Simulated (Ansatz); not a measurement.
A structure relaxed at PBE-D4/def2-SVP in Ansatz, charge 1, multiplicity 15:

Cartesian coordinates in Å:
```
Fe 0.0030 0.5943 1.2401
Fe -1.1727 1.2686 -0.6294
Fe -0.9208 -0.9931 -0.2401
Fe 1.2264 -1.2457 0.5698
Co 0.8640 0.3759 -0.9404
```

**Question.** Give its formula.

**Answer.** the cluster Fe₄Co⁺.

**Question.** Summarise the bond lengths by kind (pairs closer than 1.2 times the sum of covalent radii, bridged metal pairs left out).

**Answer.** 5 × Fe–Fe 2.31 to 2.36 Å; 4 × Co–Fe 2.25 to 2.36 Å.

The charge 1 multiplicity 15 is spin-contaminated (final ⟨S²⟩ up to 56.20, 56.00 for a pure state). Another isomer (multiplicity 15) lies 0.18 eV lower at PBE0-D4/def2-TZVP; other spin states weren't run for this one.
